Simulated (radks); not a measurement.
The numbers below are computed, except where a source is named.
Problem. These are the eigenvalues of the occupied orbitals of an atom or ion with whole-number occupations (hartree). Code: a radial shooting solver on a logarithmic mesh with Libxc functionals. Model: Dirac Kohn-Sham, HCTH/407, spin-unpolarised, spherical densities, finite nucleus; Fermi nuclear charge, rms radius of each element as measured or else 0.836 A^(1/3) + 0.57 fm.

| orbital | eigenvalue |
|---|---|
| 1s1/2 | -278.8285 |
| 2s1/2 | -33.08610 |
| 2p1/2 | -28.74187 |
| 2p3/2 | -28.19652 |
| 3s1/2 | -3.78627 |
| 3p1/2 | -2.48267 |
| 3p3/2 | -2.41448 |
| 3d3/2 | -0.32295 |
| 3d5/2 | -0.31575 |
| 4s1/2 | -0.20098 |

Which element is it, and in what charge state? The configuration may be excited. Open shells, if any, fill j = l - 1/2 first.

Solution. Z = 27, cobalt, charge 0: Co in [Ar] 3d7 4s2. The list shows which subshells hold electrons but not how many an open one holds; the 1s level, -278.83 hartree, gives Z - s = 23.6 by -(Z - s)^2/2, which with screening and relativity narrows Z to a few neighbours, and the depths of the outer levels then fix element, charge and occupations together.
